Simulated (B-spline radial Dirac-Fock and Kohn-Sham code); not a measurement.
## X-ray form factors of silver in several charge states

The computed values come from a radial B-spline solver: configuration-average Dirac-Fock orbitals.

Configurations: Ag⁷⁺ [Kr] 4d4; Ag⁸⁺ [Kr] 4d3; Ag⁹⁺ [Kr] 4d2; Ag¹²⁺ [Ar] 3d10 4s2 4p5; Ag¹³⁺ [Ar] 3d10 4s2 4p4. The first column is f₀ of Ag⁷⁺, the others are differences from it.

```
s (Å⁻¹)    Ag⁷⁺  Δ Ag⁸⁺  Δ Ag⁹⁺  Δ Ag¹²⁺  Δ Ag¹³⁺
      0  40.000  -1.000  -2.000   -5.000   -6.000
   0.05  39.706  -0.968  -1.938   -4.867   -5.848
    0.1  38.854  -0.876  -1.763   -4.486   -5.413
   0.15  37.521  -0.739  -1.500   -3.909   -4.750
    0.2  35.823  -0.578  -1.188   -3.208   -3.941
   0.25  33.892  -0.414  -0.865   -2.462   -3.073
    0.3  31.859  -0.263  -0.567   -1.745   -2.228
   0.35  29.834  -0.139  -0.315   -1.111   -1.471
    0.4  27.904  -0.047  -0.123   -0.594   -0.842
   0.45  26.122  +0.015  +0.009   -0.207   -0.358
    0.5  24.516  +0.050  +0.087   +0.056   -0.018
    0.6  21.836  +0.063  +0.126   +0.278   +0.303
    0.7  19.748  +0.039  +0.084   +0.250   +0.310
    0.8  18.054  +0.011  +0.027   +0.130   +0.185
    0.9  16.586  -0.009  -0.016   +0.011   +0.043
      1  15.239  -0.019  -0.038   -0.070   -0.063
    1.1  13.965  -0.021  -0.045   -0.109   -0.121
    1.2  12.758  -0.019  -0.042   -0.117   -0.141
    1.4  10.595  -0.012  -0.027   -0.090   -0.117
    1.6   8.856  -0.007  -0.015   -0.053   -0.071
```
